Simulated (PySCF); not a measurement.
Method: PBE0-D3(BJ)/def2-TZVP // PBE0-D3(BJ)/def2-SVP (PySCF). Isolated molecules, 0 K electronic values unless said otherwise. One relaxed conformer stands for a flexible species; it need not be the lowest. 

Reference species (SMILES): `F[SiH2][Si]([SiH3])([SiH3])[SiH3]` (F–Si–Si–Si torsion 180°) (neutral, multiplicity 1).

The HOMO comes out as -8.03 eV.

Changed species: `[SiH3][Si]([SiH2]B)([SiH3])[SiH3]` (one H of a SiH3 unit replaced by boryl; the reference has one H of a SiH3 unit replaced by fluoro).

Question: What does the change do to the HOMO?

Answer: the HOMO rises by 0.45 eV, to -7.58 eV.
